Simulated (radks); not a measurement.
Spherical jellium clusters: N electrons in a uniform positive sphere of charge N and radius rs N^(1/3), rs = 2.98 bohr. Level of theory: non-relativistic Kohn-Sham, PBE, spin-polarised, spherical densities (a radial shooting solver with Libxc functionals). Levels are named by radial order and angular momentum (1s, 1p, 1d, 2s, ...), and open shells are averaged over m. Each electron was tried in the lowest free levels, single moves between levels near the top were tried too, and the lowest total energy was kept; such a search can miss a lower state. Energies include the self-energy of the background; IP and EA are vertical (highest electron removed, lowest free level filled), at fixed background; spill-out counts the electrons outside the background radius R, and alpha is the static dipole polarisability from linear response (closed shells only). A dash means not computed or, for alpha, an open shell; in EA it means that no bound solution was reached, which is typical of self-interaction and does not show that the anion is unstable. Real open-shell clusters deform, which this model forbids.

| N | open shells | 2S | E/N (eV) | E(N+1) + E(N-1) - 2E(N) (eV) | IP (eV) | EA (eV) | -e(HOMO) (eV) | spill-out (e) |
|---|---|---|---|---|---|---|---|---|
| 1 | 1s(up 1, down 0) | 1 | -1.032 | - | - | - | 3.676 | 0.47 |
| 2 | none | 0 | -1.561 | 1.638 | 6.494 | - | 4.008 | 0.67 |
| 3 | 1p(up 1, down 0) | 1 | -1.192 | -0.904 | 4.358 | - | 2.363 | 1.03 |
| 4 | 1p(up 2, down 0) | 2 | -1.233 | -0.681 | 5.230 | - | 3.121 | 1.26 |
| 5 | 1p(up 3, down 0) | 3 | -1.394 | 0.559 | 5.721 | - | 3.617 | 1.41 |
| 6 | 1p(up 3, down 1) | 2 | -1.408 | -0.665 | 4.977 | - | 3.162 | 1.58 |
| 7 | 1p(up 3, down 2) | 1 | -1.513 | -0.451 | 5.537 | 1.890 | 3.658 | 1.71 |
| 8 | none | 0 | -1.648 | 1.980 | 5.874 | - | 3.999 | 1.82 |
| 9 | 1d(up 1, down 0) | 1 | -1.533 | -0.412 | 3.790 | - | 2.154 | 2.04 |
| 10 | 1d(up 2, down 0) | 2 | -1.483 | -0.356 | 4.212 | - | 2.566 | 2.22 |
| 11 | 1d(up 3, down 0) | 3 | -1.474 | -0.308 | 4.537 | - | 2.894 | 2.37 |
| 12 | 1d(up 4, down 0) | 4 | -1.492 | -0.268 | 4.797 | 1.611 | 3.164 | 2.50 |
| 13 | 1d(up 5, down 0) | 5 | -1.528 | 0.497 | 5.009 | - | 3.391 | 2.61 |
| 14 | 1d(up 5, down 0) 2s(up 1, down 0) | 6 | -1.523 | -0.116 | 4.455 | - | 3.002 | 2.88 |
| 15 | 1d(up 5, down 2) | 3 | -1.527 | -0.376 | 4.642 | 1.673 | 3.130 | 2.84 |
| 16 | 1d(up 5, down 3) | 2 | -1.553 | -0.229 | 4.874 | 1.910 | 3.365 | 2.94 |
| 17 | 1d(up 5, down 4) | 1 | -1.590 | -0.198 | 5.064 | 2.112 | 3.562 | 3.04 |
| 18 | none | 0 | -1.634 | 0.191 | 5.221 | 1.987 | 3.731 | 3.12 |
| 19 | 2s(up 1, down 0) | 1 | -1.663 | 0.370 | 4.991 | 1.725 | 3.566 | 3.31 |
| 20 | none | 0 | -1.671 | 0.904 | 4.629 | - | 3.311 | 3.55 |
| 21 | 1f(up 1, down 0) | 1 | -1.635 | -0.206 | 3.767 | - | 2.399 | 3.67 |
| 22 | 1f(up 2, down 0) | 2 | -1.612 | -0.189 | 3.957 | - | 2.594 | 3.78 |
| 23 | 1f(up 3, down 0) | 3 | -1.599 | -0.173 | 4.124 | 1.452 | 2.768 | 3.88 |
| 24 | 1f(up 4, down 0) | 4 | -1.594 | -0.159 | 4.272 | 1.613 | 2.923 | 3.98 |
| 25 | 1f(up 5, down 0) | 5 | -1.596 | -0.147 | 4.404 | 1.759 | 3.064 | 4.06 |
| 26 | 1f(up 6, down 0) | 6 | -1.604 | -0.136 | 4.524 | 1.893 | 3.192 | 4.14 |
| 27 | 1f(up 7, down 0) | 7 | -1.615 | 0.497 | 4.632 | 1.406 | 3.308 | 4.22 |
| 28 | 1f(up 7, down 1) | 6 | -1.609 | -0.165 | 4.107 | 1.579 | 2.828 | 4.30 |
| 29 | 1f(up 7, down 2) | 5 | -1.608 | -0.150 | 4.254 | 1.733 | 2.979 | 4.38 |
| 30 | 1f(up 7, down 3) | 4 | -1.613 | -0.137 | 4.385 | 1.874 | 3.115 | 4.46 |
| 31 | 1f(up 7, down 4) | 3 | -1.621 | -0.126 | 4.502 | 2.001 | 3.238 | 4.54 |
| 32 | 1f(up 7, down 5) | 2 | -1.633 | -0.116 | 4.608 | 2.119 | 3.350 | 4.61 |
| 33 | 1f(up 7, down 6) | 1 | -1.648 | -0.107 | 4.704 | 2.227 | 3.453 | 4.68 |
| 34 | none | 0 | -1.665 | 0.475 | 4.791 | 1.808 | 3.548 | 4.75 |
| 35 | 2p(up 1, down 0) | 1 | -1.668 | -0.091 | 4.296 | 1.948 | 3.110 | 4.93 |
| 36 | 2p(up 2, down 0) | 2 | -1.673 | -0.070 | 4.412 | 2.064 | 3.224 | 5.12 |
| 37 | 2p(up 3, down 0) | 3 | -1.679 | - | 4.503 | 1.724 | 3.319 | 5.30 |

All shells are closed at N = 2, 8, 18, 20, 34 (there: 1s2 1p6 1d10 2s2 1f14); the second difference of the energy has clear peaks (12 % above both neighbours; the first and last values, which can be the largest, are not judged, and half-filled shells can peak too) at N = 5, 8, 13, 20, 27, 34.
